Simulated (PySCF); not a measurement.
An unknown shows these calculated signals:

1H NMR (500 MHz, computed): δ 10.41 (m, 1H), 9.45 (m, 1H), 9.26 (m, 1H), 8.46 (m, 1H), 3.19 (s, 1H).

13C{1H} NMR (computed): δ 196.1 (CH), 174.0 (C), 164.5 (CH), 146.3 (CH), 145.1 (CH), 128.6 (C), 93.1 (CH), 89.4 (C).

[PySCF 2.14.0 with density-fitted response routines: geometry from GFN2-xTB; NMR shieldings at PBE0/pcSseg-1/GIAO; one conformer; no solvent model; relativity neglected]

References, each an isolated molecule treated in the same way: 1H, 13C against TMS.

Task: Which of these does the molecule contain: an OH group, a (CH3)2CH unit, an aldehyde, a C≡C triple bond, a vinyl group CH=CH2?

Result: 
- An OH group: no.
- A (CH3)2CH unit: no.
- An aldehyde: yes (δC 196.1; δH 10.41 (m)).
- A C≡C triple bond: yes (δC 93.1, 89.4; δH 3.19 (s)).
- A vinyl group CH=CH2: no.

The data belong to `C#Cc1ccpc(C=O)c1`, C8H5OP; they needn't prove each group on their own.

Carbon signals by region: 3 in the far downfield region (above 160 ppm), 3 in the sp2 and nitrile region (100–160 ppm), 2 at 50–100 ppm. Above 160 ppm: 196.1, aldehyde carbonyl carbon, 174.0, substituted aromatic carbon, 164.5, aromatic CH.

Splittings by 31P in the carbon and heteronuclear signals aren't shown, as no couplings were computed. Shifts are as computed. Against solution values, carbons near 30 ppm lie about +3 ppm off and those near 130 ppm about +5 ppm. Of 1211 compounds with measured shifts, 218 miss one by over three times the rms of a fit or turn the order of signals round; such compounds aren't used in these exercises. Multiplicities follow the n + 1 count of equivalent neighbours, as no J values were calculated; m marks all less simple cases, F and P coupling included.
